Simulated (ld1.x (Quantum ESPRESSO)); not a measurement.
selenium (Se) ultrasoft: all-electron and pseudo phase curves

* Element: Se
* Generator: ld1.x (Quantum ESPRESSO) 7.5
* Type: ultrasoft
* Functional: PBE
* Relativity: scalar-relativistic
* Frozen core: [Ar] 3d10
* Valence charge: 6
* Reference configuration: 4s1.5 4p4.5
* Partial waves: 4s (bound): rcut 1.30, rcutus 1.70 bohr; 4s channel at -0.65 Ry: rcut 1.30, rcutus 1.70 bohr; 4p (bound): rcut 1.35, rcutus 1.80 bohr; 4p channel at 1.85 Ry: rcut 1.35, rcutus 1.80 bohr; 4d channel at 0.4 Ry: rcut 1.50, rcutus 1.75 bohr
* Local potential: all-electron potential smoothed inside 1.65 bohr (lloc = -1)
* Core correction: none
* Augmentation charge: PSQ, inside the norm-conserving radii

The phase is arctan(r·u′/u) with u = r·R(r), unwrapped; energies in Ry, scanned from -3 to 5 Ry. A pole is an energy at which the radial function vanishes at the test radius. The pseudo phase is shifted by a multiple of π to meet the all-electron one at the reference energy, and phase errors are pseudo minus all-electron; the curves can meet again beyond the range given. Levels narrower than the energy grid can be missing from the lists of poles.

Problem. For each channel, where are the poles, and over which energies does the pseudopotential scatter like the atom?

Solution.

```csv
channel,radius (bohr),reference energy (Ry),"poles, all-electron","poles, pseudo",unbroken range about the reference energy with phases within 0.05 rad,phase error 1 Ry above the reference energy (rad)
s,1.95,-1.30,1.13,1.12,the whole range,-0.000
p,1.95,-0.50,2.79,2.79,the whole range,+0.000
d,1.95,0.40,none,4.62,below 1.5,-0.040
```

Phases in the s channel:

```json
{"E (Ry)": "-3.00", "all-electron": "0.992", "pseudo": "0.992"}
{"E (Ry)": "-2.76", "all-electron": "0.906", "pseudo": "0.906"}
{"E (Ry)": "-2.52", "all-electron": "0.784", "pseudo": "0.783"}
{"E (Ry)": "-2.28", "all-electron": "0.604", "pseudo": "0.603"}
{"E (Ry)": "-2.04", "all-electron": "0.335", "pseudo": "0.335"}
{"E (Ry)": "-1.80", "all-electron": "-0.035", "pseudo": "-0.035"}
{"E (Ry)": "-1.56", "all-electron": "-0.441", "pseudo": "-0.441"}
{"E (Ry)": "-1.32", "all-electron": "-0.774", "pseudo": "-0.774"}
{"E (Ry)": "-1.08", "all-electron": "-1.004", "pseudo": "-1.004"}
{"E (Ry)": "-0.84", "all-electron": "-1.159", "pseudo": "-1.159"}
{"E (Ry)": "-0.60", "all-electron": "-1.266", "pseudo": "-1.266"}
{"E (Ry)": "-0.36", "all-electron": "-1.344", "pseudo": "-1.344"}
{"E (Ry)": "-0.12", "all-electron": "-1.403", "pseudo": "-1.403"}
{"E (Ry)": "0.12", "all-electron": "-1.449", "pseudo": "-1.449"}
{"E (Ry)": "0.36", "all-electron": "-1.486", "pseudo": "-1.486"}
{"E (Ry)": "0.60", "all-electron": "-1.517", "pseudo": "-1.517"}
{"E (Ry)": "0.84", "all-electron": "-1.543", "pseudo": "-1.544"}
{"E (Ry)": "1.08", "all-electron": "-1.567", "pseudo": "-1.567"}
{"E (Ry)": "1.32", "all-electron": "-1.587", "pseudo": "-1.588"}
{"E (Ry)": "1.56", "all-electron": "-1.606", "pseudo": "-1.607"}
{"E (Ry)": "1.80", "all-electron": "-1.624", "pseudo": "-1.624"}
{"E (Ry)": "2.04", "all-electron": "-1.640", "pseudo": "-1.641"}
{"E (Ry)": "2.28", "all-electron": "-1.656", "pseudo": "-1.657"}
{"E (Ry)": "2.52", "all-electron": "-1.672", "pseudo": "-1.673"}
{"E (Ry)": "2.76", "all-electron": "-1.687", "pseudo": "-1.689"}
{"E (Ry)": "3.00", "all-electron": "-1.702", "pseudo": "-1.705"}
{"E (Ry)": "3.24", "all-electron": "-1.718", "pseudo": "-1.721"}
{"E (Ry)": "3.48", "all-electron": "-1.734", "pseudo": "-1.738"}
{"E (Ry)": "3.72", "all-electron": "-1.752", "pseudo": "-1.756"}
{"E (Ry)": "3.96", "all-electron": "-1.770", "pseudo": "-1.776"}
{"E (Ry)": "4.20", "all-electron": "-1.790", "pseudo": "-1.798"}
{"E (Ry)": "4.44", "all-electron": "-1.811", "pseudo": "-1.823"}
{"E (Ry)": "4.68", "all-electron": "-1.835", "pseudo": "-1.851"}
{"E (Ry)": "4.92", "all-electron": "-1.863", "pseudo": "-1.885"}
```
